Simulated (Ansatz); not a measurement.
A structure relaxed at PBE-D4/def2-SVPD in Ansatz, charge -1, doublet:

```xyz
5

Se    1.101   -0.215    2.127
Te    0.506   -1.065   -1.907
Te    2.170    0.266   -0.066
Te   -2.218    0.238    1.202
Te   -1.559    0.776   -1.355
```

Question: Give its formula.

Answer: the cluster Te₄Se⁻.

Question: Summarise the bond lengths by kind (pairs closer than 1.2 times the sum of covalent radii, bridged metal pairs left out).

Answer: 3 × Te–Te 2.69 to 2.82 Å; 1 × Se–Te 2.49 Å.

In the def2 sets Te takes a core potential; there is no spin–orbit coupling. The relaxation made no stability test and no search for a lower SCF solution. The structure comes from a short search, and lower isomers may exist.
